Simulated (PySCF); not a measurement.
Level of theory: UPBE0 in PySCF with Mn def2-TZVPD, H def2-TZVPD; no relativity; density-fitted integrals.

```xyz
4
charge -1 multiplicity 6, angstrom
Mn    0.0000    0.0000    0.0000
H     1.7676    0.0000    0.0000
H    -0.8838    1.5308    0.0000
H    -0.8838   -1.5308    0.0000
```

MnH₃⁻ (sextet), along the line from Mn1 (at 0) through H2 (at 1.768 Å).

Task: Tabulate the fields along this line at -0.53, -0.35, -0.18, 0.09, 0.27, 0.44, 0.62, 0.80, 0.97, 1.15, 1.33, 1.50, 1.68, 1.94, 2.12, 2.30, 2.47, 2.65, 2.83 Å.

Result: 
```
distance (Å)  electron density (e/Å³)  spin density (e/Å³)  electron localisation function  electrostatic potential (V)
       -0.53                      6.2                  1.7                           0.773                         64.4
       -0.35                     17.9                  4.2                           0.698                          196
       -0.18                     88.9                 6.03                           0.496                          788
        0.09                      609                 1.96                            0.71                         2330
        0.27                     25.1                 6.89                           0.224                          374
        0.44                     11.1                 3.21                           0.798                          110
        0.62                     3.26                 1.06                           0.631                         39.7
        0.80                     1.02                0.323                           0.259                           16
        0.97                    0.547               0.0925                           0.213                         6.03
        1.15                    0.541              0.00706                           0.637                         2.39
        1.33                    0.735              -0.0346                           0.973                          4.9
        1.50                     1.15              -0.0693                           0.999                         21.2
        1.68                     1.94               -0.116                               1                          126
        1.94                     1.29              -0.0674                               1                         46.1
        2.12                    0.644              -0.0281                               1                         8.96
        2.30                    0.332              -0.0114                               1                       -0.904
        2.47                    0.177             -0.00455                               1                        -4.35
        2.65                   0.0984             -0.00171                               1                        -5.55
        2.83                   0.0569            -0.000389                           0.999                        -5.87
```

On a grid of 0.09 Å the density has a local minimum along the bond near 1.06 Å from Mn, at 0.51 e/Å³, where the ELF is 0.36.

With open d or f shells other occupations or spin states may lie lower. The lowest empty level of this anion is unbound, so it and the gap depend on the basis.
